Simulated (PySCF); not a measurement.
Input of a run (PBE0-D3(BJ)/def2-SVP geometry optimisation, gas phase (PySCF 2.14.0)), started from a GFN2-xTB structure with every atom displaced at random (by about 0.01 Å):
```
{"job": {"xc": "PBE0", "basis": "def2-SVP", "d3": "d3bj", "grid": 1, "shake": 0.01, "kind": "geom"}, "charge": 0, "multiplicity": 1}
C     -2.709230     1.797070    -0.534110
C     -1.839040     1.053550    -0.297630
B     -0.698230     0.116290    -0.008940
O     -0.883580    -1.090530     0.506070
S      0.991870     0.736370    -0.389220
C      2.046530    -0.665940     0.114620
H     -3.506640     2.485540    -0.748540
H     -0.162150    -1.668460     0.685730
H      1.805350    -1.540620    -0.461100
H      3.071550    -0.374430    -0.070240
H      1.921680    -0.874660     1.187710
```

Output (energies in Eh, forces in Eh/bohr):
```
step   0  E = -614.93090664  max force = 0.083333
step   1  E = -614.93902644  max force = 0.008018
step   2  E = -614.93925882  max force = 0.002477
step   3  E = -614.93929128  max force = 0.001301
step   4  E = -614.93929875  max force = 0.000339
optimisation converged
```

Q: Summarise the run.

A: The energy falls by 22.0 kJ/mol over 5 energy and gradient evaluations, the largest force component goes from 0.0833 to 3.4e-04 Eh/bohr, and the atoms move by 0.045 Å rms after alignment. The bond that changes most is C1≡C2 (terminal alkyne carbon to alkyne carbon), which lengthens by 0.048 Å. Bonds longer at the end by more than 0.005 Å: 6 of 10; shorter: 2. Among the angles that change most is B3–O4–H8, from 121.7° to 113.8°. The energy never rose by more than 1e-6 Eh on the way. The first step brought 97 % of the lowering.

Q: What are the final bond lengths?

A: C1≡C2 1.216 Å, C2–B3 1.532 Å, B3–O4 1.355 Å, B3–S5 1.813 Å, S5–C6 1.815 Å, C1–H7 1.075 Å, O4–H8 0.962 Å, C6–H9 1.100 Å, C6–H10 1.098 Å, C6–H11 1.101 Å. Numbering counts from 1 in the input's order; the species is `C#CB(O)SC`.

The run used 113 basis functions and 37 SCF cycles in all. Time: 28 s wall; peak memory 0.47 GiB. Hardware: an Intel Xeon Platinum 8259CL at 2.50 GHz with one thread, on a shared host.

Stationary, but not proved a minimum. The numbers are those of one conformer.

Conformer computed: `[CH:1]#[C:2][B:3]([OH:4])[S:5][CH3:6]`: C2–B3–S5–C6 180°, H–O4–B3–C2 179°.
